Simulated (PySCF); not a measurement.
Correlation energy of Si⁺ (silicon, charge +1)

[Ne] 3s2 3p1, 2P determinant. All numbers are calculated (PySCF 2.14, no relativity, point nucleus, in 6-31G* (4s3p1d, 18 functions)). Frozen: [Ne]; 3 electrons correlated.

MP2 pair energies summed by pair of shells (mhartree):

```json
{"pair": "3s-3s", "energy": "-20.81", "share (%)": "61.0"}
{"pair": "3s-3p", "energy": "-13.29", "share (%)": "39.0"}
```

Total MP2 correlation energy: -34.10 mhartree.

Same-spin part -1.90 and opposite-spin part -32.20 mhartree; SCS-MP2 scales them by 1/3 and 6/5 to -39.28 mhartree.

```tsv
level	correlation energy (mhartree)
CCSD	-51.09
(T)	-0.56
CCSD(T)	-51.65
```

Diagnostics: T1 = 0.011, D1 = 0.0219, largest double amplitude 0.110.

**Question.** Is a single reference adequate?

**Answer.** Mostly. T1 lies below 0.03, but a double amplitude of this size points to a near-degeneracy that CCSD handles and MP2 describes poorly.
